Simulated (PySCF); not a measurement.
Species: `CCN[C@@H](C)C(F)F`. The columns A, B, C and D hold Mulliken, IAO, Hirshfeld and ESP-fitted charges (e) of one PBE0/pcSseg-1 density (PySCF), in a shuffled order. Coordinates in Å (GFN2-xTB); the density's dipole moment is (1.65, 0.85, -0.38) D.

| atom | x | y | z | A | B | C | D |
| --- | --- | --- | --- | --- | --- | --- | --- |
| C1 | 2.599 | -0.651 | -0.673 | -0.421 | -0.273 | -0.436 | -0.118 |
| C2 | 1.510 | 0.087 | 0.091 | -0.137 | -0.088 | +0.477 | -0.022 |
| N3 | 0.201 | -0.392 | -0.321 | -0.425 | -0.502 | -0.815 | -0.164 |
| C4 | -0.904 | 0.137 | 0.460 | -0.027 | -0.198 | +0.228 | 0.000 |
| C5 | -1.219 | 1.577 | 0.056 | -0.430 | -0.219 | -0.510 | -0.126 |
| C6 | -2.126 | -0.738 | 0.184 | +0.445 | +0.578 | +0.294 | +0.147 |
| F7 | -1.906 | -2.015 | 0.594 | -0.309 | -0.309 | -0.222 | -0.105 |
| F8 | -3.206 | -0.309 | 0.878 | -0.303 | -0.302 | -0.211 | -0.099 |
| H9 | 2.442 | -0.540 | -1.742 | +0.149 | +0.119 | +0.117 | +0.041 |
| H10 | 3.576 | -0.251 | -0.416 | +0.146 | +0.117 | +0.091 | +0.046 |
| H11 | 2.583 | -1.712 | -0.429 | +0.136 | +0.109 | +0.117 | +0.041 |
| H12 | 1.669 | -0.036 | 1.177 | +0.102 | +0.096 | -0.068 | +0.026 |
| H13 | 1.563 | 1.155 | -0.137 | +0.134 | +0.122 | -0.001 | +0.039 |
| H14 | 0.197 | -1.407 | -0.267 | +0.239 | +0.183 | +0.341 | +0.095 |
| H15 | -0.709 | 0.095 | 1.549 | +0.114 | +0.110 | +0.062 | +0.028 |
| H16 | -2.150 | 1.898 | 0.516 | +0.152 | +0.129 | +0.134 | +0.039 |
| H17 | -0.426 | 2.243 | 0.380 | +0.146 | +0.125 | +0.146 | +0.044 |
| H18 | -1.310 | 1.638 | -1.025 | +0.147 | +0.115 | +0.161 | +0.040 |
| H19 | -2.392 | -0.772 | -0.883 | +0.141 | +0.089 | +0.096 | +0.047 |

Problem. Which column most likely holds the ESP-fitted charges?

Solution. C. Σ q r misses the density's dipole by 0.03 D (C), 0.89 D (D), 1.46 D (A), 2.03 D (B). Charges fitted to the outside potential are the only set here that is tied to the molecule's multipoles.

Problem. And the Hirshfeld charges?

Solution. D. The mean sizes are 0.067 e (D), 0.199 e (B), 0.216 e (A), 0.238 e (C), and Hirshfeld charges are commonly the smallest of these schemes.

As computed, A = IAO, B = Mulliken, C = ESP-fitted, D = Hirshfeld. Hydrogens on carbon: IAO +0.10 to +0.15, Mulliken +0.09 to +0.13, ESP-fitted -0.07 to +0.16, Hirshfeld +0.03 to +0.05 e.

The Mulliken scheme counts on each atom the diagonal of the density matrix times the overlap matrix over that atom's basis functions. The ESP scheme fits charges at the nuclei, held to the total charge, to the electrostatic potential on points at 1.4 to 2.0 times the van der Waals radii.

Isolated species at its GFN2-xTB geometry (one conformer only).

These values come from a run that also computed NMR shieldings. Time: 24 s wall; peak memory 0.85 GiB. Hardware: an Arm Neoverse V2 with one thread, on a shared host.

Shape of the structure used: `[CH3:1][CH2:2][NH:3][C@@H:4]([CH3:5])[CH:6]([F:7])[F:8]`: C1–C2–N3–C4 173°, C2–N3–C4–C5 77°, N3–C4–C6–F7 63°.
